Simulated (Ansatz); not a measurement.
triplet silylene (H$_{2}$Si), triplet, at a GFN2-xTB geometry; PBE/def2-SVPD run with Ansatz (an electronic-structure program).

Ansatz was given this input:
Ansatz 0.2 input:
```yaml
crystal:
  periodic: [false, false, false]
  atoms:
    - {symbol: Si, position_ang: [-0.00639139, -0.00195053, 0.08523542]}
    - {symbol: H, position_ang: [0.04566728, 1.28384221, -0.56751131]}
    - {symbol: H, position_ang: [0.04381220, -1.25653473, -0.62578461]}
basis:
  gaussian:
    orbitals: def2-SVPD
hamiltonian:
  xc: pbe
magnetization: {spin_polarized: true, initial_magnetization: 2}
```

Output, abridged:

```
Functional definition: PBE
356 factors; their error is unknown
mean field evaluation 1: about -7899.7402 eV, gradient 7.6e0 eV
mean field evaluation 2: about -7900.0588 eV, gradient 4.6e0 eV
mean field evaluation 4: about -7900.2696 eV, gradient 1.6e-1 eV
mean field evaluation 8: about -7900.2642 eV, gradient 8.1e-3 eV
mean field -7900.26424985 eV, -290.3293561906 hartree, gradient 1.5e-5 eV, S^2 2.003018; 0 other end points of the search recorded, 0 dependent functions left out
reference -7900.26427907 eV, -290.3293572642 hartree; 9, 7 occupied and 31, 33 virtual orbitals, 356 factors
Total energy: -7900.26427907 eV, -290.3293572642 hartree
```
